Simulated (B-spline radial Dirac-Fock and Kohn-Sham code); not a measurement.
Level of theory: multi-electron Dirac-Fock with separately optimised hole states, Breit and Lamb-shift corrections added in first order; a radial atomic solver. Free neutral atoms.

**Question.** Order these X-ray lines by photon energy, lowest first.
A. Dy Lβ1
B. Pd Lγ5
C. Sc Kβ1
D. Eu Lη
E. Te Lβ3
F. K Kβ3

**Answer.** B (3237.6 eV), F (3590.1 eV), E (4124.3 eV), C (4460.7 eV), D (5811.6 eV), A (7249.5 eV).

Values without a named source are computed, but for edge energies of neutral atoms, which are taken from tables.
